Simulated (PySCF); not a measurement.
GeH₃, SMILES [GeH3] (connectivity only; charge and spin as stated), charge +1, multiplicity 1. Coordinates come from a PBE0-D3(BJ)/def2-TZVPD optimisation. The spin state was assumed, not searched. The isomer is the one that the SMILES or the coordinates give; other isomers of the formula were not compared.

TDDFT-PBE0/def2-TZVPD (PySCF 2.14.0) puts the lowest singlet excitations at 5.44, 5.44, 10.06, 10.06, 10.79, 11.40 eV.

What are the lowest excitation roots from ADC(2)/aug-cc-pVDZ in PySCF? (An estimate is asked for; the answer gives what the named calculation found.)

5.91, 5.91, 10.93, 10.93, 12.50, 12.50 eV. S1 differs by 0.46 eV (second minus first; roots are paired by order, and the bases may differ).
